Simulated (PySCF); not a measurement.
C5H5O2S: g tensor and hyperfine couplings

Compound: C₅H₅O₂S (doublet state).
Cartesian coordinates in Å at the GFN2-xTB level; atoms count from 1:
```xyz
13
C5H5O2S angstrom
C      2.761   -0.039    0.382
C      1.655    0.136   -0.046
C      0.321    0.331   -0.505
C     -0.549   -0.924   -0.691
C     -1.681   -0.557    0.193
S     -0.902    0.920    0.791
O     -0.411    0.862    2.134
O     -1.616    2.102    0.388
H      3.736   -0.181    0.742
H      0.266    1.018   -1.347
H     -0.837   -1.106   -1.731
H     -0.026   -1.821   -0.338
H     -2.722   -0.741    0.010
```

Identity: `C#C[C@H]1C[CH]S1(=O)=O` [radical].

Computed with UKS B3LYP, pcH-1 on C H O S, non-relativistic, mean-field spin-orbit, GIAO (PySCF). Isolated species at its GFN2-xTB geometry, gas phase. Couplings are sensitive to structure, and on GFN2-xTB geometries they can be far from those on DFT ones. No stability test was run, so a lower SCF solution isn't excluded.

* g1, g2, g3: 2.00156, 2.00276, 2.00287
* g_iso: 2.00240
* Form of g: close to axial: the two nearest values differ by 9 % of g3 − g1
* ⟨S²⟩: 0.7546 (exact 0.7500)
* α and β electrons: 34, 33
* HOMO–LUMO gap, α and β orbitals: 6.42, 4.33 eV
* Total energy: -741.96942 Eh

Isotropic coupling and dipolar principal values T1 to T3, in 10⁻⁴ cm⁻¹ (1 × 10⁻⁴ cm⁻¹ = 2.998 MHz):

```tsv
atom	isotope	a_iso	of which spin–orbit	T1	T2	T3	Mulliken spin population
C1	13C	0.3	0.0	-0.2	0.1	0.1	0.00
C2	13C	0.2	0.0	-0.3	-0.1	0.3	0.00
C3	13C	5.6	0.0	-0.8	-0.5	1.3	0.01
C4	13C	-9.3	0.0	-1.1	0.0	1.1	-0.08
C5	13C	49.0	-0.1	-25.9	-25.1	51.0	0.95
S6	33S	-4.4	0.0	-0.5	0.2	0.4	-0.03
O7	17O	-0.7	0.0	-4.9	2.3	2.6	0.03
O8	17O	-1.7	0.0	-8.6	4.2	4.4	0.06
H9	1H	0.0	0.0	-0.2	-0.2	0.3	0.00
H10	1H	-1.6	0.0	-0.8	-0.8	1.6	0.00
H11	1H	26.9	0.0	-1.6	-1.1	2.6	0.03
H12	1H	47.2	0.0	-2.0	-1.3	3.4	0.06
H13	1H	-16.2	0.0	-11.8	-0.9	12.7	-0.03
```

Largest spin populations (Mulliken): C5 (+0.95), C4 (-0.08) and O8 (+0.06). C5 is the only atom above +0.15. The angles at C5 add up to 349.5°, so it is slightly pyramidal.

Under fast tumbling the dipolar parts average out, and these isotropic splittings remain: 1 × 1H (H12, I = 1/2, 2 lines) with 5.05 mT, 1 × 1H (H11, I = 1/2, 2 lines) with 2.88 mT, 1 × 1H (H13, I = 1/2, 2 lines) with 1.74 mT and 1 × 1H (H10, I = 1/2, 2 lines) with 0.17 mT.

The 33S coupling of S6 (-13.3 MHz) shows only in satellite lines or after enrichment, since that isotope makes up about 0.76 % of natural sulfur.

The 13C coupling of C5 (146.8 MHz) shows only in satellite lines or after enrichment, since that isotope makes up about 1.07 % of natural carbon.

β density exceeds α density at some nuclei, such as S6 (-0.0389), C4 (-0.0248) and H13 (-0.0109), spin density in bohr⁻³. In a single determinant that takes different orbitals for the two spins, that is spin polarisation.
